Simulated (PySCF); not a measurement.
Choosing a molecule for a target property.

All species are isolated and taken at one optimised geometry, non-relativistic unless stated. Electronic properties by PySCF.

Dipoles, sizes and rotational constants follow the conformer. The torsions of the flexible species, by atom-mapped SMILES:
- `[OH:1][C@@:2]12[CH2:3][C@@H:4]1[C@H:5]2[O:6][C:7]([F:8])([F:9])[F:10]`: C4–C5–O6–C7 157°, C5–O6–C7–F8 172°, H–O1–C2–C3 -152°
- `[CH2:1]=[CH:2][C:3](=[O:4])[O:5][CH2:6][C:7]([F:8])([F:9])[F:10]`: C1–C2–C3–O4 2°, C2–C3–O5–C6 177°, C3–O5–C6–C7 -104°, O5–C6–C7–F8 -66°
- `[CH3:1][S:2][c:3]1[cH:4][s:5][c:6]2[cH:7][cH:8][nH:9][c:10]12`: C1–S2–C3–C4 -1°
- `[CH3:1][Si:2]([CH3:3])([CH3:4])[O:5][Si@H:6]([NH2:7])[C:8]#[N:9]`: C1–Si2–O5–Si6 -64°, Si2–O5–Si6–N7 70°, H–N7–Si6–O5 45°, H–N7–Si6–O5 -173°

The conformers of `CC(=O)N1[SiH2]CN[Si@H]1C`, `C=C1S[Si@@H](O)[C@@H]([SiH3])C[S@@]1=O` and `CCC1=CP(C[SiH3])CC1` aren't listed.

Problem. Wanted: HOMO energy above -6.5 eV (PBE0/pcSseg-1) and HOMO–LUMO gap below 6 eV (PBE0/pcSseg-1), at GFN2-xTB geometries. Which candidate meets both?
A. `c1(csc2cc[nH]c21)SC`
B. `C[Si](C)(C)O[Si@H](N)C#N`
C. `C=C1S[Si@@H](O)[C@@H]([SiH3])C[S@@]1=O`
D. `C=CC(OCC(F)(F)F)=O`
E. `CC(=O)N1[SiH2]CN[Si@H]1C`
F. `[C@H]12[C@H]([C@]2(O)C1)OC(F)(F)F`
G. `C1CP(C[SiH3])C=C1CC`

Solution. A. Computed values:
```csv
species,HOMO energy,HOMO–LUMO gap
C=CC(OCC(F)(F)F)=O,-8.66 eV,6.89 eV
C[Si](C)(C)O[Si@H](N)C#N,-8.09 eV,7.68 eV
[C@H]12[C@H]([C@]2(O)C1)OC(F)(F)F,-7.10 eV,8.41 eV
CC(=O)N1[SiH2]CN[Si@H]1C,-6.80 eV,7.16 eV
C=C1S[Si@@H](O)[C@@H]([SiH3])C[S@@]1=O,-6.67 eV,5.73 eV
C1CP(C[SiH3])C=C1CC,-6.32 eV,6.22 eV
c1(csc2cc[nH]c21)SC,-5.67 eV,5.53 eV
```
